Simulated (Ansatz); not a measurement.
## Ansatz (development build ahead of 0.2.0) run

```yaml
crystal:
  periodic: [false, false, false]
  atoms:
    - { symbol: Co, position_ang: [0.0, 0.0, 0.0] }
    - { symbol: H, position_ang: [0.0, 1.4444, 0.0] }
    - { symbol: F, position_ang: [0.0, -1.6836, 0.0] }
basis:
  gaussian: { orbitals: pcseg-2 }
magnetization:
  spin_polarized: true
  initial_magnetization: 3
hamiltonian:
  xc: hf
```

The input is written out in the form of the current development build from the run's settings.

Results

| Item | Value |
| --- | --- |
| Converged | yes |
| Total energy | -1481.48053 hartree |
| Spin squared of the determinant | 3.774 |
| Stability test | minimum |

Caution: other spin multiplicities were not run.
